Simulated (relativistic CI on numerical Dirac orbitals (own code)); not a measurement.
**Calculated levels, Tl LII**

These numbers are calculated, not measured: Dirac-Coulomb-Breit CI, orbitals from a KLI potential per configuration, model QED (radiative potential, 1s self-energy scaled to tabulated hydrogen-like ionisation energies), unscaled Slater integrals (own radial code, finite nucleus).

CI space (outside the closed core [Ar]): 3d¹⁰4s², 3d¹⁰4s4p, 3d¹⁰4p², 3d¹⁰4s4d, 3d¹⁰4s4f, 3d¹⁰4d², 3d¹⁰4p4d, 3d¹⁰4f², 3d¹⁰4p4f, 3d¹⁰4d4f, 3d¹⁰4s5s, 3d¹⁰4s5p, 3d¹⁰4s5d, 3d¹⁰4s5f, 3d¹⁰4s5g, 3d¹⁰4s6s, 3d¹⁰4s6p, 3d¹⁰4s6d, 3d¹⁰4s6f, 3d⁹4s²4p, 3d¹⁰4s7s, 3d⁹4s²4d, 3d⁹4s²4f, 3d⁹4s²5s, 3d⁹4s²5p, 3d⁹4s²5d. Double excitations out of closed p, d and f shells are left out; levels of such configurations are missing from the list, as are those of other unlisted configurations, and high levels can miss mixing partners. These lack a partner that the ground configuration has and come out too high: 3d⁹4s²4p, 3d⁹4s²4d, 3d⁹4s²4f, 3d⁹4s²5s, 3d⁹4s²5p.

```tsv
No.	Configuration	Term	J	E (eV)	%	Next component (%)	jj configuration (%)
1	3d¹⁰4s²	¹S	0	0.000	99		closed (99)
2	3d¹⁰4s4p	³P°	0	102.201	100		4s 4p1/2 (100)
3	3d¹⁰4s4p	³P°	1	110.789	74	26 ¹P°	4s 4p1/2 (99)
4	3d¹⁰4p²	³P	0	234.133	69	30 ¹S	4p1/2^2 (99)
5	3d¹⁰4s4p	³P°	2	263.870	100		4s 4p3/2 (100)
6	3d¹⁰4s4p	¹P°	1	283.773	73	26 ³P°	4s 4p3/2 (99)
7	3d¹⁰4p²	³P	1	388.193	100		4p1/2 4p3/2 (100)
8	3d¹⁰4p²	¹D	2	389.665	63	33 ³P	4p1/2 4p3/2 (96)
9	3d¹⁰4s4d	³D	1	447.785	100		4s 4d3/2 (100)
10	3d¹⁰4s4d	³D	2	452.603	77	21 ¹D	4s 4d3/2 (94)
11	3d¹⁰4s4d	³D	3	481.672	100		4s 4d5/2 (100)
12	3d¹⁰4s4d	¹D	2	490.838	71	23 ³D	4s 4d5/2 (92)
13	3d¹⁰4p²	³P	2	554.739	60	36 ¹D	4p3/2^2 (96)
14	3d¹⁰4p4d	³F°	2	555.382	76	19 ¹D°	4p1/2 4d3/2 (100)
15	3d¹⁰4p²	¹S	0	563.364	69	31 ³P	4p3/2^2 (99)
16	3d¹⁰4p4d	³D°	1	575.799	53	29 ¹P°	4p1/2 4d3/2 (99)
17	3d¹⁰4p4d	³P°	2	600.603	48	33 ³D°	4p1/2 4d5/2 (100)
18	3d¹⁰4p4d	³F°	3	600.726	53	25 ¹F°	4p1/2 4d5/2 (97)
19	3d¹⁰4s4f	³F°	3	673.177	67	29 ¹F°	4s 4f5/2 (95)
20	3d¹⁰4s4f	³F°	2	673.784	99		4s 4f5/2 (99)
21	3d¹⁰4s4f	³F°	4	681.896	99	1 3d¹⁰4p4d ³F°	4s 4f7/2 (99)
22	3d¹⁰4s4f	¹F°	3	686.482	63	32 ³F°	4s 4f7/2 (94)
23	3d¹⁰4p4d	³D°	2	725.743	50	28 ¹D°	4p3/2 4d3/2 (98)
24	3d¹⁰4p4d	³P°	0	729.365	100		4p3/2 4d3/2 (100)
25	3d¹⁰4p4d	³P°	1	730.860	61	35 ³D°	4p3/2 4d3/2 (99)
26	3d¹⁰4p4d	³F°	3	734.055	42	27 ³D°	4p3/2 4d3/2 (86)
27	3d¹⁰4p4d	³F°	4	751.956	99	1 3d¹⁰4s4f ³F°	4p3/2 4d5/2 (99)
28	3d¹⁰4p4d	³P°	2	758.936	47	37 ¹D°	4p3/2 4d5/2 (98)
29	3d¹⁰4p4d	³D°	3	773.932	51	46 ¹F°	4p3/2 4d5/2 (91)
30	3d¹⁰4p4d	¹P°	1	776.164	67	21 ³P°	4p3/2 4d5/2 (98)
31	3d¹⁰4p4f	³G	3	787.134	73	19 ¹F	4p1/2 4f5/2 (100)
32	3d¹⁰4p4f	³F	2	793.822	48	29 ¹D	4p1/2 4f5/2 (99)
33	3d¹⁰4p4f	³D	3	799.906	52	31 ³F	4p1/2 4f7/2 (100)
34	3d¹⁰4p4f	³G	4	800.301	43	30 ¹G	4p1/2 4f7/2 (99)
35	3d¹⁰4d²	³F	2	903.791	73	22 ¹D	4d3/2^2 (98)
36	3d¹⁰4d²	³P	0	914.293	71	29 ¹S	4d3/2^2 (98)
37	3d¹⁰4d²	³F	3	933.025	86	7 3d¹⁰4p4f ³F	4d3/2 4d5/2 (86)
38	3d¹⁰4d²	¹G	4	934.203	57	16 3d¹⁰4p4f ³G	4d3/2 4d5/2 (69)
39	3d¹⁰4d²	³P	2	937.951	38	31 ¹D	4d3/2 4d5/2 (86)
40	3d¹⁰4d²	³P	1	942.442	100		4d3/2 4d5/2 (100)
41	3d¹⁰4p4f	¹F	3	950.085	37	30 ³F	4p3/2 4f5/2 (82)
42	3d¹⁰4p4f	³F	4	953.156	60	18 ³G	4p3/2 4f7/2 (71)
43	3d¹⁰4p4f	³D	2	954.119	43	40 ³F	4p3/2 4f5/2 (87)
44	3d¹⁰4p4f	³D	1	956.019	100		4p3/2 4f5/2 (100)
45	3d¹⁰4p4f	³G	5	958.852	100		4p3/2 4f7/2 (100)
```

Energies count from the lowest computed level; ° marks odd parity. Filled j subshells are mostly left out of the jj labels.

The mean weight of the leading LS term, summed over parents, in these 45 levels is 71 %, and that of the leading jj configuration (from the same eigenvectors) 96 %, so jj coupling describes them better and the LS labels are nominal.

At this charge energies of transitions that change n are usually good to better than 1 %, and those within a shell (Δn = 0) to a few per cent.

LS names give the leading component of a level, which can be under half, so a name can repeat, a term be missing and a line seem to break the LS rules.
